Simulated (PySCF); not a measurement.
# `C=CC[C@H](C)C(=O)F`: 4 charge schemes on one density

Species: C6H9FO.
Structure used (GFN2-xTB), in Å, numbered top down from 1:
```xyz
17
C6H9FO angstrom
C      2.591    0.371   -0.394
C      1.648   -0.440    0.046
C      0.453   -0.004    0.833
C     -0.853   -0.421    0.144
C     -1.064    0.332   -1.176
C     -2.020   -0.156    1.040
O     -2.087    0.429    2.061
F     -3.162   -0.706    0.518
H      2.557    1.432   -0.208
H      3.441    0.012   -0.948
H      1.707   -1.503   -0.153
H      0.488   -0.465    1.824
H      0.463    1.078    0.967
H     -0.839   -1.497   -0.067
H     -0.225    0.140   -1.839
H     -1.980    0.007   -1.662
H     -1.125    1.403   -0.994
```

Density: PBE0/pcSseg-1 (PySCF); schemes: Mulliken, IAO, Hirshfeld and ESP-fitted. The structure is a single GFN2-xTB conformer in the gas phase; no vibrational or solvent corrections.

Question: Tabulate the Mulliken, IAO, Hirshfeld and ESP-fitted charges.

Answer: In e; atoms taken as equivalent share a row and are averaged (×n: the atom named and its like, n in all):

```tsv
atom	environment	Mulliken	IAO	Hirshfeld	ESP-fitted
C1	terminal =CH2 carbon	-0.129	-0.318	-0.099	-0.526
C2	alkene CH carbon	-0.248	-0.133	-0.033	+0.002
C3	allylic carbon	-0.115	-0.260	-0.068	-0.214
C4	sp3 carbon next to a carbonyl	-0.456	-0.160	-0.025	+0.129
C5	methyl carbon	-0.207	-0.416	-0.115	-0.380
C6	acyl halide carbon	+0.612	+0.614	+0.245	+0.624
O7	carbonyl oxygen	-0.335	-0.381	-0.217	-0.450
F8	acyl fluorine	-0.287	-0.301	-0.100	-0.263
H9	vinylic hydrogen	+0.112	+0.146	+0.047	+0.214
H10	vinylic hydrogen	+0.118	+0.153	+0.048	+0.197
H11	vinylic hydrogen	+0.104	+0.140	+0.045	+0.108
H12	methylene hydrogen	+0.149	+0.156	+0.045	+0.081
H13	methylene hydrogen	+0.127	+0.145	+0.045	+0.104
H14	methine hydrogen	+0.157	+0.159	+0.051	+0.034
H15/H16/H17	methyl hydrogen	+0.133	+0.152	+0.044	+0.114
```

Mean size of the charges over all atoms: IAO 0.232 e, ESP-fitted 0.216 e, Mulliken 0.209 e, Hirshfeld 0.077 e. Each set sums to the total charge, 0, to within 0.001 e. The ESP scheme fits charges at the nuclei, held to the total charge, to the electrostatic potential on points at 1.4 to 2.0 times the van der Waals radii. The IAO scheme counts the electrons in orthogonalised intrinsic atomic orbitals, a minimal basis polarised so that it spans the occupied orbitals exactly.

Lowest charge. The schemes don't all agree: Mulliken C4 (-0.456); IAO C5 (-0.416); Hirshfeld O7 (-0.217); ESP-fitted C1 (-0.526).

Highest charge. All schemes agree: Mulliken C6 (+0.612); IAO C6 (+0.614); Hirshfeld C6 (+0.245); ESP-fitted C6 (+0.624).

Question: How many electrons does the IAO scheme count on C3?

Answer: Z − q = 6 − (-0.260) = 6.260.

Question: How closely do the schemes follow one another over all atoms?

Answer: Correlation coefficient and root-mean-square difference: IAO with Hirshfeld 0.97, 0.173 e; Hirshfeld with ESP-fitted 0.93, 0.187 e; IAO with ESP-fitted 0.92, 0.106 e; Mulliken with IAO 0.91, 0.111 e; Mulliken with Hirshfeld 0.88, 0.170 e; Mulliken with ESP-fitted 0.73, 0.196 e.
